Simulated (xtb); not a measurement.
xtb input file for B(H)(F)(Et) (C2H6BF), SMILES C(BF)C, GFN2-xTB. 

```
$ xtb mol.xyz --gfn 2 --ohess tight --chrg 0 --uhf 0 --json
$ cat mol.xyz
10

B     -0.58580000     1.08840000     0.72780000
H     -1.75060000     1.18740000     0.60980000
F      0.02730000     2.20180000     1.00620000
C      0.22650000    -0.21630000     0.50400000
C      0.23040000    -0.67760000    -0.96330000
H     -0.19860000    -1.03370000     1.13030000
H      1.26270000    -0.13800000     0.84360000
H      0.73720000     0.06390000    -1.56810000
H     -0.77160000    -0.81860000    -1.27040000
H      0.77580000    -1.65350000    -1.04790000
```

Program output:

```
[banner left out]
          |                Calculation Setup                |
           -------------------------------------------------



           -------------------------------------------------
          |                 G F N 2 - x T B                 |
           -------------------------------------------------

        Reference                      10.1021/acs.jctc.8b01176
      * Hamiltonian:
        H0-scaling (s, p, d)           1.850000    2.230000    2.230000
        zeta-weighting                 0.500000
      * Dispersion:
        s8                             2.700000
        a1                             0.520000
        a2                             5.000000
        s9                             5.000000
      * Repulsion:
        kExp                           1.500000    1.000000
        rExp                           1.000000
      * Coulomb:
        alpha                          2.000000
        third order                    shell-resolved
        anisotropic                    true
        a3                             3.000000
        a5                             4.000000
        cn-shift                       1.200000
        cn-exp                         4.000000
        max-rad                        5.000000


          ...................................................
          :                      SETUP                      :
          :.................................................:
          :  # basis functions                  22          :
          :  # atomic orbitals                  22          :
          :  # shells                           14          :
          :  # electrons                        24          :
          :  max. iterations                   250          :
          :  Hamiltonian                  GFN2-xTB          :
          :  restarted?                      false          :
          :  GBSA solvation                  false          :
          :  PC potential                    false          :
          :  electronic temp.          300.0000000     K    :
          :  accuracy                    1.0000000          :
          :  -> integral cutoff          0.2500000E+02      :
          :  -> integral neglect         0.1000000E-07      :
          :  -> SCF convergence          0.1000000E-05 Eh   :
          :  -> wf. convergence          0.1000000E-03 e    :
          :  Broyden damping             0.4000000          :
          :  net charge                          0          :
          :  unpaired electrons                  0          :
          ...................................................

 iter      E             dE          RMSdq      gap      omega  full diag
   1    -13.3171130 -0.133171E+02  0.747E+00    6.62       0.0  T
   2    -13.4642701 -0.147157E+00  0.512E+00    4.03       1.0  T
   3    -13.4719611 -0.769098E-02  0.258E+00    5.00       1.0  T
   4    -13.4784887 -0.652757E-02  0.778E-01    4.46       1.0  T
   5    -13.4804686 -0.197990E-02  0.427E-01    4.94       1.0  T
   6    -13.4825041 -0.203549E-02  0.730E-02    4.75       1.0  T
   7    -13.4824909  0.132147E-04  0.415E-02    4.71       1.0  T
   8    -13.4825122 -0.213215E-04  0.654E-03    4.73       4.8  T
   9    -13.4825120  0.174391E-06  0.606E-03    4.73       5.2  T
  10    -13.4825124 -0.419700E-06  0.149E-03    4.73      21.3  T
  11    -13.4825124 -0.238472E-07  0.248E-04    4.73     127.4  T
  12    -13.4825124 -0.130997E-09  0.235E-05    4.73    1348.5  T

   *** convergence criteria satisfied after 12 iterations ***

         #    Occupation            Energy/Eh            Energy/eV
      -------------------------------------------------------------
         1        2.0000           -0.8106253             -22.0582
       ...           ...                  ...                  ...
         6        2.0000           -0.5190449             -14.1239
         7        2.0000           -0.5069350             -13.7944
         8        2.0000           -0.4957739             -13.4907
         9        2.0000           -0.4692287             -12.7684
        10        2.0000           -0.4599685             -12.5164
        11        2.0000           -0.4379376             -11.9169
        12        2.0000           -0.4137998             -11.2601 (HOMO)
        13                         -0.2399528              -6.5294 (LUMO)
        14                          0.1163506               3.1661
        15                          0.1305164               3.5515
        16                          0.1431158               3.8944
        17                          0.1808170               4.9203
       ...                                ...                  ...
        22                          0.4962935              13.5048
      -------------------------------------------------------------
                  HL-Gap            0.1738470 Eh            4.7306 eV
[...]

Topologies differ in total number of bonds
Writing topology from bond orders to xtbtopo.mol

molecular dipole:
                 x           y           z       tot (Debye)
 q only:        0.084      -0.367      -0.411
   full:        0.153      -0.399      -0.317       1.352
molecular quadrupole (traceless):
                xx          xy          yy          xz          yz          zz
 q only:        1.960       0.749      -0.501       0.491      -2.968      -1.459
  q+dip:        2.600       0.346      -0.345       0.743      -3.911      -2.255
   full:        2.638       1.376      -0.442       0.093      -3.752      -2.196

           -------------------------------------------------
          |                Geometry Summary                 |
           -------------------------------------------------

      molecular mass/u    :       59.8785475
   center of mass at/Å    :       -0.1413464       0.5412341       0.5867038
  moments of inertia/u·Å² :        0.1594587E+02   0.1409088E+03   0.1507025E+03
rotational constants/cm⁻¹ :        0.1057178E+01   0.1196350E+00   0.1118604E+00
Molecule has the following symmetry elements: (sigma)
It seems to be the Cs point group

 * 9 selected distances

     #   Z          #   Z                                           value/Å
     1   5 B        2   1 H                                       1.1745837
     1   5 B        3   9 F                                       1.3182120
     1   5 B        4   6 C                                       1.5767373 (max)
     4   6 C        5   6 C                                       1.5288218
     4   6 C        6   1 H                                       1.0950243
     4   6 C        7   1 H                                       1.0949510
     5   6 C        8   1 H                                       1.0870619
     5   6 C        9   1 H                                       1.0870557 (min)
     5   6 C       10   1 H                                       1.0879753

 * 5 distinct bonds (by element types)

   Z      Z             #   av. dist./Å        max./Å        min./Å
   1 H    5 B           1     1.1745837     1.1745837     1.1745837
   1 H    6 C           5     1.0904136     1.0950243     1.0870557
   5 B    6 C           1     1.5767373     1.5767373     1.5767373
   6 C    6 C           1     1.5288218     1.5288218     1.5288218
   5 B    9 F           1     1.3182120     1.3182120     1.3182120

           -------------------------------------------------
          |               Frequency Printout                |
           -------------------------------------------------
 projected vibrational frequencies (cm⁻¹)
eigval :       -0.00    -0.00     0.00     0.00     0.00     0.00
eigval :       47.32   203.41   241.17   418.43   517.87   798.77
eigval :      883.54   979.45  1038.61  1056.91  1097.22  1222.48
eigval :     1245.39  1335.83  1416.39  1452.31  1507.43  1509.25
eigval :     2611.98  2935.57  2961.57  3028.14  3040.68  3045.92
 reduced masses (amu)
   1:  5.79   2: 16.10   3: 14.37   4: 12.37   5: 11.15   6: 10.05   7:  9.15   8:  2.25
   9:  9.88  10: 13.26  11:  3.03  12:  4.51  13:  7.36  14:  2.96  15:  3.95  16:  5.21
  17:  9.21  18:  3.46  19:  9.28  20:  7.91  21:  2.97  22:  1.91  23:  1.53  24:  1.56
  25:  1.79  26:  1.94  27:  1.52  28:  1.84  29:  1.95  30:  1.36
 IR intensities (km·mol⁻¹)
   1:  0.12   2:  0.23   3:  0.13   4:  0.15   5:  0.13   6:  0.36   7:  2.87   8:  0.06
   9:  1.29  10:  8.99  11:  0.71  12:124.25  13: 38.41  14: 33.60  15: 11.28  16: 36.62
  17:  9.38  18:  3.22  19:166.54  20:185.99  21:  0.72  22: 15.88  23:  3.02  24:  3.79
  25:131.07  26: 24.49  27: 23.68  28: 41.67  29: 43.62  30: 29.00
 Raman intensities (Ä⁴*amu⁻¹)
   1:  0.00   2:  0.00   3:  0.00   4:  0.00   5:  0.00   6:  0.00   7:  0.00   8:  0.00
   9:  0.00  10:  0.00  11:  0.00  12:  0.00  13:  0.00  14:  0.00  15:  0.00  16:  0.00
  17:  0.00  18:  0.00  19:  0.00  20:  0.00  21:  0.00  22:  0.00  23:  0.00  24:  0.00
  25:  0.00  26:  0.00  27:  0.00  28:  0.00  29:  0.00  30:  0.00
 output can be read by thermo (or use thermo option).
 writing <g98.out> molden fake output.
 recommended (thermochemical) frequency scaling factor: 1.0
           -------------------------------------------------
          |             Thermodynamic Functions             |
           -------------------------------------------------

cs  symmetry found (for desy threshold:  0.10E+00) used in thermo

          ...................................................
          :                      SETUP                      :
          :.................................................:
          :  # frequencies                          24      :
          :  # imaginary freq.                       0      :
          :  linear?                             false      :
          :  only rotor calc.                    false      :
          :  symmetry                               cs      :
          :  rotational number                       1      :
          :  scaling factor                  1.0000000      :
          :  rotor cutoff                   50.0000000 cm⁻¹ :
          :  imag. cutoff                  -20.0000000 cm⁻¹ :
          :.................................................:
Note: The following floating-point exceptions are signalling: IEEE_UNDERFLOW_FLAG IEEE_DENORMAL
normal termination of xtb

    mode    ω/cm⁻¹     T·S(HO)/kcal·mol⁻¹    T·S(FR)/kcal·mol⁻¹   T·S(vib)
   ------------------------------------------------------------------------
       1     47.32    -1.46877 ( 44.52%)    -1.07183 ( 55.48%)    -1.24854
       2    203.41    -0.62672 ( 99.64%)    -0.64063 (  0.36%)    -0.62677
       3    241.17    -0.53496 ( 99.82%)    -0.59022 (  0.18%)    -0.53506
   ------------------------------------------------------------------------

   temp. (K)  partition function   enthalpy   heat capacity  entropy
                                   cal/mol     cal/K/mol   cal/K/mol   J/K/mol
 298.15  VIB   15.4                 1708.101     11.030     10.423
         ROT  0.445E+05              888.752      2.981     24.249
         INT  0.684E+06             2596.853     14.011     34.672
         TR   0.448E+27             1481.254      4.968     38.172
         TOT                        4078.1068    18.9791    72.8439   304.7788

       T/K    H(0)-H(T)+PV         H(T)/Eh          T*S/Eh         G(T)/Eh
   ------------------------------------------------------------------------
    298.15    0.649888E-02    0.853136E-01    0.346105E-01    0.507031E-01
   ------------------------------------------------------------------------

         :::::::::::::::::::::::::::::::::::::::::::::::::::::
         ::                  THERMODYNAMIC                  ::
         :::::::::::::::::::::::::::::::::::::::::::::::::::::
         :: total free energy         -13.296222756417 Eh   ::
         ::.................................................::
         :: total energy              -13.346925843571 Eh   ::
         :: zero point energy           0.078814692278 Eh   ::
         :: G(RRHO) w/o ZPVE           -0.028111605124 Eh   ::
         :: G(RRHO) contrib.            0.050703087154 Eh   ::
         :::::::::::::::::::::::::::::::::::::::::::::::::::::

optimized geometry written to: xtbopt.xyz


           -------------------------------------------------
          | TOTAL ENERGY              -13.346925843571 Eh   |
          | TOTAL ENTHALPY            -13.261612274360 Eh   |
          | TOTAL FREE ENERGY         -13.296222756417 Eh   |
          | GRADIENT NORM               0.000208663259 Eh/α |
          | HOMO-LUMO GAP               4.715022981231 eV   |
           -------------------------------------------------

------------------------------------------------------------------------
------------------------------------------------------------------------
 total:
 SCF:
 ANC optimizer:
 analytical hessian:
```

The run converged.

Cost: around 0.22 core-seconds (rough).
